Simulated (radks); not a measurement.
Results of a calculation; reference values are marked as such.
Question: All-electron atom: Cs3+ in [Kr] 4d10 5s2 5p(up 2.5, down 1.5) (fractional occupations, a model configuration). Code: a radial shooting solver on a logarithmic mesh with Libxc functionals. Model: scalar-relativistic Kohn-Sham, SCAN, spin-polarised, spherical densities, finite nucleus; meta-GGA in the generalised Kohn-Sham scheme; Fermi nuclear charge, rms radius 4.8041 fm. Some entries of the table are withheld. Estimate them.

orbital,occ.,eigenvalue (hartree),<r> (bohr),r(max) (bohr)
1s up,1,-1318.885,0.02611,0.01678
1s down,1,-1318.882,0.02611,0.01678
2s up,1,-208.5050,0.1121,0.09477
2s down,1,-208.5040,0.1121,0.09477
2p up,3,-187.0119,0.09821,0.07621
2p down,3,-187.0099,0.09821,0.07621
3s up,1,-44.50865,0.2983,0.2720
3s down,1,-44.50715,0.2983,0.2720
3p up,3,-37.53522,0.2966,0.2663
3p down,3,-37.53311,0.2966,0.2663
3d up,5,-27.33065,0.2736,0.2207
3d down,5,-27.32820,0.2736,0.2207
4s up,1,-9.38452,0.6947,0.6428
4s down,1,-9.38007,0.6949,0.6430
4p up,3,-7.14075,(1),0.6728
4p down,3,-7.13661,(2),0.6731
4d up,5,-3.86848,0.8351,0.7199
4d down,5,-3.86214,0.8337,0.7200
5s up,1,-2.03565,1.681,1.525
5s down,1,-1.99086,1.678,1.511
5p up,2.5,-1.48591,(3),1.710
5p down,1.5,-1.44238,(4),1.731

Answer: 
(1) 4p up <r> (bohr): 0.7390
(2) 4p down <r> (bohr): 0.7390
(3) 5p up <r> (bohr): 1.909
(4) 5p down <r> (bohr): 1.915
